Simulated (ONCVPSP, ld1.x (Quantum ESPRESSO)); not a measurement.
# Potentials for N (Z = 7) compared

Generated with ld1.x 7.5 (TM, RRKJ, ultrasoft, PAW), atompaw 4.2 or ONCVPSP 4.0.1. The cutoff is in Ry: for ld1.x and atompaw files where the sum of valence levels is converged to 10 mRy in a Bessel basis, for ONCV files where the hardest occupied wave has 1 mHa per electron of residual kinetic energy. The error is the largest all-electron minus pseudo excitation energy over each file’s own four to seven test configurations (ionisations up to +4, promotions, holes and added fractions of an electron), all of which were solved. The labels leave out finer settings (local radius, basis sizes, second energies), which also bear on the numbers. Spin-polarised tests are not counted. The rows are a selection from randomly drawn settings: files with unsolved tests, undetermined cutoffs or missed reference levels are left out.

A true bound ghost makes a file unfit for plane-wave use even where its test errors are small: the radial tests pick states by their node count and pass the ghost by.

| potential | cutoff (Ry) | largest error (meV) | bound ghosts |
| --- | --- | --- | --- |
| ONCV, PBE, scalar-relativistic, rc 0.70/2.30/2.30 (spd), local smoothed, core correction yes, reference 2s2 2p3, qcut 10.9/4.9/4.4, projectors 2/3/2 | 192 | +3918 | s, d |
| TM semilocal, PBE, scalar-relativistic, rc 0.65/2.15 (sp), local p, core correction no, reference 2s2 2p3 | 180 | +2054 | none |
| RRKJ, BP86, non-relativistic, rc 0.75/1.60 (sp), local s, core correction yes, reference 2s2 2p3 | 100 | +886 | none |
| ONCV, LDA (Perdew-Wang 92), scalar-relativistic, rc 0.75/1.60/1.45 (spd), local smoothed, core correction yes, reference 2s1 2p4, qcut 9.4/8.7/7.7, projectors 2/1/2 | 59 | +254 | s |
| ONCV, LDA (Perdew-Zunger), scalar-relativistic, rc 0.70/1.65 (sp), local smoothed, core correction yes, reference 2s2 2p3, qcut 8.3/8.4, projectors 2/1 | 59 | +716 | none |

(1) Fill in the row for N: ONCV, PW91, scalar-relativistic, rc 1.10/1.35/1.30 (spd), local smoothed, core correction yes, reference 2s2 2p3, qcut 7.5/12/7.8, projectors 2/2/2.

(2) Fill in the row for N: PAW, LDA (PZ), non-relativistic, rc 0.80/1.45/1.30 (spd), local smoothed, core correction yes, reference 2s2 2p3.

Results:

(1) cutoff 75 Ry, largest error +294 meV, bound ghosts: none.

(2) cutoff 50 Ry, largest error -5.1 meV, bound ghosts: none.
